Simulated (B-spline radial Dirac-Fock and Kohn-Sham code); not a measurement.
Calculated with a radial atomic solver, using ΔSCF Dirac-Fock with Breit, self-energy and vacuum polarisation, finite nucleus, configuration average. Free neutral atoms.

Problem. Order these X-ray lines by photon energy, lowest first.
A. Os Mα1
B. Hg Mζ1
C. Zr Lβ7
D. Ho Mγ
E. Sn Lβ6
F. Zr Lβ4

Solution. D (1577.1 eV), B (1714.3 eV), A (1913.1 eV), F (2190.3 eV), C (2227.0 eV), E (3783.5 eV).
